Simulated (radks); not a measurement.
Results of a calculation; reference values are marked as such.
Ionisation of Hg2+, [Xe] 4f14 5d10, to Hg3+, [Xe] 4f14 5d9, under several functionals. Scalar-relativistic Kohn-Sham, spin-unpolarised, spherical densities, finite nucleus; a radial shooting solver on a logarithmic mesh with Libxc functionals.

functional                          E(Hg2+) (hartree)  Exc (hartree)  IE (eV)  -e(HOMO) (eV)  <r> HOMO (bohr)  IE error (eV)
B86b exchange with PBE correlation        -19618.2670      -371.1347   35.549         28.804            1.441         +1.059
PBE                                       -19616.8850      -369.7547   35.527         28.783            1.442         +1.037
exchange-only LDA                         -19597.8449      -350.6541   34.226         27.531            1.451         -0.264
RPBE                                      -19617.4470      -370.3278   35.446         28.698            1.440         +0.956
exchange-only r2SCAN                      -19614.3080      -365.5228   34.580         27.846            1.437         +0.090
BP86                                      -19619.1140      -371.9767   35.634         28.894            1.441         +1.144

NIST Atomic Spectra Database: 34.49 eV (measured). Closest: exchange-only r2SCAN. The Delta-SCF values span 1.41 eV, the total energies 21.27 hartree. The highest occupied level is 5d. Spin polarisation and multiplet splitting are left out, so open shells lie too high by an amount that depends on their filling. Spin-orbit splitting is averaged out at the scalar-relativistic level.

Beside tabulated values, note that spin-unpolarised runs miss the spin-polarisation part of the exchange energy of open shells.
